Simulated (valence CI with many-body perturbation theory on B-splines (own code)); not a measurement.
**Tl59+: calculated level list**

Calculated by configuration interaction combined with many-body perturbation theory (CI+MBPT): four valence electrons over a frozen Dirac-Fock core [Ar], radial functions for each j: 7 s, 7 p, 8 d, 6 f, 4 g, 1 h, with the one-electron correlation potential Σ1 (screened to all orders), the two-electron term Σ2, the three-electron term Σ3, Breit, model QED; selected single and double excitations, second order for the rest, scaled by the run's own slope (own B-spline code, finite nucleus).

No measured spectrum was set against this ion. As an estimate, large intervals hold to a few tenths of a per cent, small ones and those within an open d or f shell to about a per cent. The list stops below the first excitations out of the core. Only levels of the ground parity were solved; by the run's estimate the other parity begins above the list, which can be wrong where configurations are misplaced.

Levels 1 to 18 of 18, with energies above the lowest level, (3d3/2^4) J=0. "Leading %" is the weight of the configuration and term that name the level; weights of strongly mixed levels are sums over their largest components and can fall short, so below about 35 % the name and the second component can differ from the true leading terms, or belong to a minority configuration. In the jj column 3d3/2^4 stands for four electrons in 3d with j = 3/2.

| No. | Configuration | Term | J | E (cm⁻¹) | Leading % | Leading jj | g |
| --- | --- | --- | --- | --- | --- | --- | --- |
| 1 | 3d4 | 3P | 0 | 0 | 61 | 3d3/2^4 (99 %) |  |
| 2 | 3d4 | 5D | 1 | 822640 | 55 | 3d3/2^3 3d5/2 (100 %) | 1.487 |
| 3 | 3d4 | 3F | 4 | 926620 | 28 | 3d3/2^3 3d5/2 (99 %) | 1.050 |
| 4 | 3d4 | 5D | 2 | 964090 | 27 | 3d3/2^3 3d5/2 (98 %) | 1.174 |
| 5 | 3d4 | 3F | 3 | 992550 | 31 | 3d3/2^3 3d5/2 (98 %) | 1.094 |
| 6 | 3d4 | 5D | 2 | 1721900 | 58 | 3d3/2^2 3d5/2^2 (98 %) | 1.310 |
| 7 | 3d4 | 5D | 0 | 1723300 | 68 | 3d3/2^2 3d5/2^2 (99 %) |  |
| 8 | 3d4 | 3H | 4 | 1746600 | 40 | 3d3/2^2 3d5/2^2 (99 %) | 1.130 |
| 9 | 3d4 | 5D | 3 | 1766700 | 48 | 3d3/2^2 3d5/2^2 (97 %) | 1.184 |
| 10 | 3d4 | 3H | 5 | 1794200 | 66 | 3d3/2^2 3d5/2^2 (100 %) | 1.076 |
| 11 | 3d4 | 1I | 6 | 1817700 | 55 | 3d3/2^2 3d5/2^2 (100 %) | 1.060 |
| 12 | 3d4 | 3D | 1 | 1850300 | 45 | 3d3/2^2 3d5/2^2 (98 %) | 1.038 |
| 13 | 3d4 | 3F | 3 | 1870300 | 45 | 3d3/2^2 3d5/2^2 (99 %) | 1.044 |
| 14 | 3d4 | 3G | 4 | 1876000 | 52 | 3d3/2^2 3d5/2^2 (99 %) | 1.025 |
| 15 | 3d4 | 3F | 2 | 1896000 | 33 | 3d3/2^2 3d5/2^2 (99 %) | 1.066 |
| 16 | 3d4 | 3F | 2 | 2012300 | 54 | 3d3/2^2 3d5/2^2 (99 %) | 0.954 |
| 17 | 3d4 | 3F | 4 | 2060400 | 65 | 3d3/2^2 3d5/2^2 (99 %) | 1.168 |
| 18 | 3d4 | 1D | 2 | 2182800 | 48 | 3d3/2^2 3d5/2^2 (97 %) | 1.097 |

The ionisation energy to 3d3 2D_3/2 of the next ion comes out as 6241 eV (NIST: 6241 ± 7 eV (theoretical)). All 18 levels together are meant to be complete up to 2196100 cm⁻¹.
